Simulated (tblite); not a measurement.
Species: C5H18Si4.
SMILES with atom numbers: `[SiH3:1][SiH2:2][Si@@H:3]([SiH3:4])[CH:5]1[CH2:6][CH2:7][CH2:8][CH2:9]1` (hydrogens: H10, H11, H12 on Si1; H13, H14 on Si2; H15 on Si3; H16, H17, H18 on Si4; H19 on C5; H20, H21 on C6; H22, H23 on C7; H24, H25 on C8; H26, H27 on C9)

Computed with GFN2-xTB (tblite), gas phase: L-BFGS steps from a force-field or distance-geometry start until the largest atomic force falls under 0.01 eV/Å.

Step 81: E = -728.5027 eV
```
atom  x, y, z in Å  |  force x, y, z in eV/Å
Si1     3.5691    1.4203    0.4433    0.000  -0.022  -0.008
Si2     2.9098   -0.7266   -0.1285   -0.021  -0.021  -0.002
Si3     0.6995   -1.0733   -0.7961   -0.029   0.019   0.043
Si4    -0.4680   -2.9986   -0.1927    0.004   0.023   0.007
C5     -0.3677    0.4375   -0.2840   -0.008  -0.017  -0.005
C6     -1.6595    0.5620   -1.0944    0.015   0.001  -0.024
C7     -2.5280    1.4619   -0.2255   -0.011  -0.002   0.000
C8     -2.3030    0.8947    1.1757    0.017   0.008   0.003
C9     -0.8379    0.4173    1.1834    0.020   0.012  -0.003
H10     4.8072    1.8601   -0.2036    0.010  -0.001   0.010
H11     2.5552    2.4122    0.0716   -0.017   0.014  -0.008
H12     3.7692    1.5746    1.8860    0.008   0.005   0.013
H13     3.2425   -1.6390    0.9813   -0.032   0.003  -0.004
H14     3.7651   -1.2301   -1.2191    0.003   0.009   0.027
H15     0.7072   -0.9847   -2.2737   -0.003  -0.010  -0.072
H16    -0.6001   -3.9609   -1.2896    0.011   0.003  -0.002
H17     0.1790   -3.7181    0.9105    0.016   0.028  -0.014
H18    -1.8369   -2.7230    0.2619    0.002  -0.023  -0.001
H19     0.1968    1.3640   -0.4460    0.002  -0.054   0.011
H20    -2.1393   -0.4122   -1.2161    0.008   0.007   0.017
H21    -1.4811    0.9792   -2.0839    0.013  -0.007  -0.043
H22    -3.5777    1.4585   -0.5155   -0.021  -0.024   0.001
H23    -2.1592    2.4881   -0.2865   -0.010  -0.002   0.044
H24    -2.5055    1.6325    1.9508    0.022  -0.002   0.026
H25    -2.9710    0.0464    1.3382    0.010   0.022  -0.016
H26    -0.2109    1.0700    1.7927   -0.008   0.001   0.005
H27    -0.7748   -0.5863    1.6127    0.001   0.031  -0.005
```

Step 82: E = -728.5036 eV
```
atom  x, y, z in Å  |  force x, y, z in eV/Å
Si1     3.5668    1.4191    0.4457    0.008  -0.007  -0.006
Si2     2.9068   -0.7271   -0.1222   -0.011  -0.038  -0.004
Si3     0.6999   -1.0739   -0.7997   -0.042   0.037   0.051
Si4    -0.4727   -2.9966   -0.1971    0.007   0.028  -0.006
C5     -0.3670    0.4392   -0.2908    0.005  -0.015   0.010
C6     -1.6628    0.5606   -1.0955    0.029  -0.013  -0.013
C7     -2.5311    1.4557   -0.2216   -0.005   0.006  -0.022
C8     -2.2955    0.8942    1.1797    0.013   0.009  -0.004
C9     -0.8292    0.4216    1.1792    0.017   0.004   0.006
H10     4.8067    1.8579   -0.1987    0.011  -0.004   0.010
H11     2.5556    2.4103    0.0679   -0.024   0.020  -0.007
H12     3.7637    1.5765    1.8885    0.007   0.006   0.014
H13     3.2390   -1.6358    0.9912   -0.039   0.003  -0.008
H14     3.7660   -1.2327   -1.2086    0.003   0.007   0.025
H15     0.7129   -0.9820   -2.2768   -0.003  -0.017  -0.076
H16    -0.5979   -3.9584   -1.2951    0.013  -0.003  -0.002
H17     0.1638   -3.7147    0.9124    0.024   0.024  -0.010
H18    -1.8445   -2.7214    0.2471   -0.008  -0.015   0.003
H19     0.1957    1.3659   -0.4556    0.009  -0.052  -0.001
H20    -2.1383   -0.4160   -1.2140    0.002   0.010   0.002
H21    -1.4893    0.9795   -2.0856    0.002  -0.019  -0.024
H22    -3.5812    1.4457   -0.5080   -0.042  -0.026   0.008
H23    -2.1694    2.4833   -0.2880    0.000   0.024   0.048
H24    -2.4942    1.6329    1.9548    0.018   0.009   0.021
H25    -2.9610    0.0458    1.3493    0.009   0.005  -0.014
H26    -0.2012    1.0776    1.7845   -0.009  -0.007  -0.004
H27    -0.7613   -0.5810    1.6098    0.004   0.024   0.002
```

Step 83: E = -728.5046 eV
```
atom  x, y, z in Å  |  force x, y, z in eV/Å
Si1     3.5640    1.4165    0.4480    0.011   0.012   0.000
Si2     2.9033   -0.7290   -0.1160   -0.004  -0.042  -0.005
Si3     0.6995   -1.0732   -0.8031   -0.041   0.042   0.024
Si4    -0.4758   -2.9941   -0.2012    0.006   0.024  -0.020
C5     -0.3670    0.4409   -0.2977    0.015  -0.006   0.022
C6     -1.6659    0.5601   -1.0971    0.032  -0.019   0.004
C7     -2.5346    1.4506   -0.2181    0.002   0.013  -0.035
C8     -2.2882    0.8940    1.1833    0.006   0.008  -0.012
C9     -0.8208    0.4259    1.1746    0.005  -0.003   0.014
H10     4.8056    1.8550   -0.1933    0.012  -0.006   0.009
H11     2.5545    2.4075    0.0638   -0.023   0.019  -0.003
H12     3.7582    1.5775    1.8910    0.004   0.007   0.010
H13     3.2339   -1.6335    1.0011   -0.044  -0.001  -0.006
H14     3.7669   -1.2369   -1.1973    0.005   0.002   0.019
H15     0.7178   -0.9782   -2.2812   -0.002  -0.024  -0.055
H16    -0.5940   -3.9562   -1.2999    0.015  -0.005   0.002
H17     0.1524   -3.7090    0.9142    0.034   0.017  -0.006
H18    -1.8499   -2.7218    0.2348   -0.021  -0.007   0.005
H19     0.1944    1.3671   -0.4650    0.022  -0.035  -0.015
H20    -2.1377   -0.4187   -1.2118   -0.005   0.011  -0.017
H21    -1.4977    0.9809   -2.0882   -0.008  -0.035   0.003
H22    -3.5855    1.4335   -0.5009   -0.046  -0.024   0.017
H23    -2.1794    2.4796   -0.2878    0.004   0.045   0.045
H24    -2.4825    1.6329    1.9596    0.013   0.016   0.005
H25    -2.9515    0.0457    1.3592    0.010  -0.013  -0.008
H26    -0.1922    1.0848    1.7761   -0.004  -0.009  -0.010
H27    -0.7477   -0.5756    1.6059    0.004   0.012   0.014
```

Step 84: E = -728.5054 eV
```
atom  x, y, z in Å  |  force x, y, z in eV/Å
Si1     3.5612    1.4135    0.4496    0.007   0.023   0.005
Si2     2.9003   -0.7326   -0.1114   -0.002  -0.026  -0.005
Si3     0.6984   -1.0711   -0.8061   -0.027   0.032  -0.021
Si4    -0.4762   -2.9913   -0.2044    0.000   0.016  -0.027
C5     -0.3672    0.4426   -0.3030    0.016   0.006   0.025
C6     -1.6684    0.5602   -1.0987    0.019  -0.015   0.020
C7     -2.5374    1.4477   -0.2158    0.007   0.017  -0.032
C8     -2.2829    0.8941    1.1858   -0.002   0.006  -0.015
C9     -0.8147    0.4292    1.1706   -0.008  -0.006   0.017
H10     4.8042    1.8520   -0.1889    0.012  -0.008   0.007
H11     2.5520    2.4037    0.0601   -0.014   0.012   0.003
H12     3.7535    1.5775    1.8930   -0.001   0.007   0.003
H13     3.2277   -1.6331    1.0092   -0.046  -0.009  -0.001
H14     3.7682   -1.2427   -1.1875    0.008  -0.003   0.010
H15     0.7211   -0.9734   -2.2862   -0.002  -0.030  -0.022
H16    -0.5888   -3.9547   -1.3026    0.017  -0.005   0.006
H17     0.1477   -3.7018    0.9157    0.042   0.011  -0.003
H18    -1.8519   -2.7234    0.2277   -0.030  -0.001   0.005
H19     0.1932    1.3679   -0.4726    0.037  -0.010  -0.024
H20    -2.1377   -0.4200   -1.2100   -0.012   0.010  -0.032
H21    -1.5050    0.9821   -2.0909   -0.011  -0.046   0.026
H22    -3.5896    1.4250   -0.4951   -0.033  -0.019   0.024
H23    -2.1869    2.4780   -0.2862    0.002   0.051   0.033
H24    -2.4732    1.6326    1.9639    0.007   0.018  -0.015
H25    -2.9447    0.0457    1.3655    0.012  -0.025  -0.003
H26    -0.1857    1.0900    1.7692    0.004  -0.005  -0.011
H27    -0.7370   -0.5714    1.6020    0.000  -0.003   0.027
```

Q: Estimate the geometry and energy of step 85. (The exact step hangs on the optimiser's Hessian estimate; all steps are aligned on step 84, rigid shifts and turns removed.)

A: E = -728.5063 eV, largest force 0.061 eV/Å
```
atom  x, y, z in Å  |  force x, y, z in eV/Å
Si1     3.5585    1.4105    0.4509   -0.002   0.024   0.007
Si2     2.8979   -0.7374   -0.1083   -0.002   0.003  -0.003
Si3     0.6969   -1.0679   -0.8097   -0.004   0.011  -0.059
Si4    -0.4749   -2.9883   -0.2068   -0.007   0.008  -0.028
C5     -0.3675    0.4445   -0.3070    0.009   0.017   0.017
C6     -1.6702    0.5608   -1.0999   -0.004  -0.003   0.031
C7     -2.5396    1.4466   -0.2145    0.007   0.018  -0.014
C8     -2.2792    0.8944    1.1871   -0.007   0.001  -0.012
C9     -0.8105    0.4317    1.1674   -0.016  -0.007   0.015
H10     4.8026    1.8491   -0.1853    0.010  -0.008   0.006
H11     2.5483    2.3993    0.0570   -0.001   0.003   0.010
H12     3.7493    1.5768    1.8947   -0.005   0.008  -0.006
H13     3.2206   -1.6344    1.0156   -0.047  -0.016   0.005
H14     3.7699   -1.2497   -1.1791    0.011  -0.008   0.003
H15     0.7229   -0.9680   -2.2915   -0.003  -0.034   0.008
H16    -0.5827   -3.9537   -1.3038    0.018  -0.005   0.009
H17     0.1486   -3.6935    0.9168    0.046   0.007  -0.003
H18    -1.8517   -2.7258    0.2246   -0.034   0.003   0.002
H19     0.1924    1.3688   -0.4788    0.046   0.013  -0.028
H20    -2.1382   -0.4202   -1.2088   -0.017   0.007  -0.036
H21    -1.5114    0.9824   -2.0932   -0.006  -0.047   0.038
H22    -3.5932    1.4197   -0.4903   -0.010  -0.012   0.027
H23    -2.1922    2.4783   -0.2832   -0.004   0.042   0.015
H24    -2.4663    1.6320    1.9675    0.000   0.016  -0.035
H25    -2.9399    0.0456    1.3691    0.016  -0.029   0.001
H26    -0.1811    1.0935    1.7638    0.011   0.004  -0.007
H27    -0.7290   -0.5683    1.5984   -0.006  -0.016   0.038
```

The energy changes by -0.0008 eV. The first-order estimate −F·Δx gives -0.0011 eV and the mean of the old and new forces, exact on a quadratic surface, -0.0008 eV. The step makes an angle of 79° with the force vector and moves no atom by more than 0.011 Å.

The cost below is that of the whole relaxation. On one thread, Arm Neoverse N1 (aarch64), no GPU, shared host with 64 logical CPUs at a one-minute load of 58, this took 3.7 s of wall time.
